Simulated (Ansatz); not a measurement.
Cd₆Se₄Br₄⁻, a halide-capped nanocrystal cut from zinc blende CdSe (4 Br on the cations). The state is a doublet with charge -1. Geometry PBE-D4/def2-SVP, that of the neutral singlet; atoms count from 1.

| atom | x (Å) | y (Å) | z (Å) |
| --- | --- | --- | --- |
| Cd1 | 1.389 | 2.185 | -0.641 |
| Cd2 | 1.663 | -1.354 | -1.919 |
| Cd3 | 1.584 | -0.516 | 1.737 |
| Cd4 | -1.642 | 2.462 | 1.365 |
| Cd5 | -1.770 | -1.695 | 0.153 |
| Cd6 | -1.204 | 1.068 | -1.986 |
| Se7 | 3.039 | 0.359 | -0.363 |
| Se8 | -0.757 | 3.418 | -1.162 |
| Se9 | -0.970 | -1.358 | -2.423 |
| Se10 | -0.981 | 0.048 | 1.976 |
| Br11 | 2.979 | -3.194 | -2.941 |
| Br12 | 2.709 | -2.106 | 3.263 |
| Br13 | -2.861 | 4.369 | 2.354 |
| Br14 | -3.178 | -3.685 | 0.588 |

In the def2 sets Cd takes a core potential; there is no spin–orbit coupling. Single mean-field runs in def2-TZVP are fitted with def2-universal-jkfit.

Q: Estimate the Mulliken populations from the PBE0/def2-TZVP orbitals of Ansatz.

A: 
```
atom  charge (e)  spin (α − β)  d electrons
 Cd1        0.39          0.30         9.99
 Cd2        0.58          0.08        10.02
 Cd3        0.65          0.03        10.02
 Cd4        0.59          0.08        10.02
 Cd5        0.64          0.03        10.02
 Cd6        0.40          0.28         9.99
 Se7       -0.57          0.05            –
 Se8       -0.52          0.04            –
 Se9       -0.57          0.05            –
Se10       -0.61          0.02            –
Br11       -0.50          0.02            –
Br12       -0.49          0.01            –
Br13       -0.49          0.01            –
Br14       -0.49          0.01            –
```
Mulliken values depend strongly on the basis.

Q: Where does the spin sit?

A: Summed by element: Cd 0.80, Se 0.16, Br 0.04, of 1 unpaired in all. Largest on single atoms: Cd1 0.30, Cd6 0.28, Cd2 0.08.

Q: And the Mayer bond orders between heavy atoms (over 0.3)?

A: Cd1–Se7 0.80 (2.48 Å); Cd1–Se8 0.76 (2.53 Å); Cd2–Se7 0.58 (2.69 Å); Cd2–Se9 0.59 (2.68 Å); Cd2–Br11 0.79 (2.48 Å); Cd3–Se7 0.55 (2.70 Å); Cd3–Se10 0.62 (2.64 Å); Cd3–Br12 0.80 (2.47 Å); Cd4–Se8 0.41 (2.84 Å); Cd4–Se10 0.68 (2.58 Å); Cd4–Br13 0.80 (2.47 Å); Cd5–Se9 0.53 (2.72 Å); Cd5–Se10 0.61 (2.64 Å); Cd5–Br14 0.81 (2.48 Å); Cd6–Se8 0.76 (2.53 Å); Cd6–Se9 0.80 (2.48 Å).
